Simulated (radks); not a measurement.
Q: The mean radii <r> (bohr) of the occupied orbitals of an atom or ion are listed with their occupations. Method: scalar-relativistic Kohn-Sham, PBE, spin-unpolarised, spherical densities, point nucleus; computed with a radial shooting solver on a logarithmic mesh with Libxc functionals.

| orbital | occ. | <r> |
|---|---|---|
| 1s | 2 | 0.06091 |
| 2s | 2 | 0.2794 |
| 2p | 6 | 0.2472 |
| 3s | 2 | 0.8363 |
| 3p | 6 | 0.8775 |
| 3d | 3 | 1.017 |
| 4s | 2 | 2.608 |
| 4p | 2 | 3.331 |

Name the element and its charge.

A: Z = 25, manganese, charge 0: Mn in [Ar] 3d3 4s2 4p2. The 1s radius gives Z: for a bare nucleus <r> = (2 gamma + 1)/(2Z) with gamma = sqrt(1 - (Z/c)^2), 0.05933 bohr for Z = 25, and screening makes it slightly larger (0.06091 here). The occupations add up to 25, and the charge is Z minus that.
